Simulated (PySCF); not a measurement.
**Atomic charges by several schemes**

C6H4F2.
Structure used (PBE0-D3(BJ)/def2-SVP), in Å, numbered top down from 1:
```
atom  x, y, z in Å
F1    -2.1687    0.1131   -1.6192
C2    -1.1018    0.0578   -0.8226
C3    -0.6976    1.2035   -0.1470
C4     0.4179    1.1448    0.6852
C5     1.1014   -0.0580    0.8220
F6     2.1678   -0.1115    1.6193
C7     0.6981   -1.2045    0.1469
C8    -0.4176   -1.1446   -0.6850
H9    -1.2597    2.1297   -0.2784
H10    0.7656    2.0235    1.2312
H11    1.2601   -2.1307    0.2785
H12   -0.7655   -2.0231   -1.2309
```

Density: PBE0/pcSseg-1 (PySCF); schemes: Mulliken, IAO, Hirshfeld and ESP-fitted. Geometry: PBE0-D3(BJ)/def2-SVP; no solvent, vibrations or thermal averaging.

Q: At which atom do the 4 schemes differ most?

A: At C2: from +0.082 (Hirshfeld) to +0.346 e (ESP-fitted), 0.264 e apart.

Q: Do the Mulliken, IAO, Hirshfeld and ESP-fitted schemes agree on where the charge is highest?

A: All schemes pick atoms of one kind: Mulliken C2 (+0.328); IAO C2 and C5 (+0.285); Hirshfeld C2 and C5 (+0.082); ESP-fitted C2 (+0.346).

Q: For which atoms does the sign change between the 4 schemes (beyond +0.03 e in one, beyond −0.03 e in another)?

A: For none.

Q: Tabulate the Mulliken, IAO, Hirshfeld and ESP-fitted charges.

A: In e:

```
atom          environment  Mulliken     IAO  Hirshfeld  ESP-fitted
  F1        aryl fluorine    -0.274  -0.263     -0.080      -0.195
  C2  aromatic C–F carbon    +0.328  +0.285     +0.082      +0.346
  C3   aromatic CH carbon    -0.149  -0.182     -0.061      -0.277
  C4   aromatic CH carbon    -0.149  -0.182     -0.061      -0.258
  C5  aromatic C–F carbon    +0.327  +0.285     +0.082      +0.333
  F6        aryl fluorine    -0.274  -0.263     -0.080      -0.195
  C7   aromatic CH carbon    -0.148  -0.182     -0.061      -0.259
  C8   aromatic CH carbon    -0.150  -0.182     -0.061      -0.274
  H9    aromatic hydrogen    +0.122  +0.172     +0.060      +0.197
 H10    aromatic hydrogen    +0.122  +0.172     +0.060      +0.193
 H11    aromatic hydrogen    +0.122  +0.172     +0.060      +0.194
 H12    aromatic hydrogen    +0.122  +0.171     +0.060      +0.195
```

Mean size of the charges over all atoms: ESP-fitted 0.243 e, IAO 0.209 e, Mulliken 0.191 e, Hirshfeld 0.067 e. Each set sums to the total charge, 0, to within 0.001 e. The IAO scheme projects the occupied orbitals on a minimal set of polarised atomic orbitals and counts the electrons in each atom's part of it.

Q: How many electrons does the Hirshfeld scheme count on C5?

A: Z − q = 6 − (+0.082) = 5.918.

Q: Sum the charges by element.

A: 
```tsv
element	atoms	Mulliken	IAO	Hirshfeld	ESP-fitted
F	2	-0.548	-0.526	-0.160	-0.390
C	6	+0.060	-0.160	-0.081	-0.389
H	4	+0.488	+0.686	+0.241	+0.779
```
